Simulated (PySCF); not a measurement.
A GIAO shielding run with PySCF (density fitting, non-relativistic, gas phase) on `S[Si@@H]1[C@H](OC)[C@@H]1C`, C₄H₁₀OSSi:

```
$ OMP_NUM_THREADS=1 python probes_run.py task.json out

{"job": {"kind": "nmr", "xc": "PBE0", "basis": "pcSseg-1"}, "charge": 0, "multiplicity": 1}
C      1.888022    -0.594783     1.037936
O      1.156643     0.465992     0.467677
C     -0.190969     0.495764     0.850390
C     -1.213946    -0.310768     0.003279
C     -0.701065    -1.216673    -1.092535
Si    -1.327138     1.565604    -0.210905
S     -0.346187     2.466727    -1.878419
H      1.475937    -1.568530     0.757666
H      1.896539    -0.516492     2.131836
H      2.905403    -0.507723     0.660228
H     -0.322641     0.413386     1.929186
H     -1.974211    -0.786280     0.614963
H     -1.473693    -1.388516    -1.840222
H     -0.401655    -2.184340    -0.688472
H      0.158386    -0.767435    -1.585758
H     -2.398203     2.366007     0.331470
H      0.861780     2.080090    -1.498228
```

Hardware: 1 thread of an AMD EPYC 9R45 96-Core, shared host. The job also computes population analyses, field gradients, ring-centre shieldings.

Q: How large is the calculation?

A: 72 electrons, 183 basis functions and 995 auxiliary functions.

Q: How long does it take, and how much memory does it need?

A: 18 s of wall time, with 13 SCF cycles and 5 response iterations; peak memory 0.76 GiB. Times on a shared host scatter by some tens of per cent.
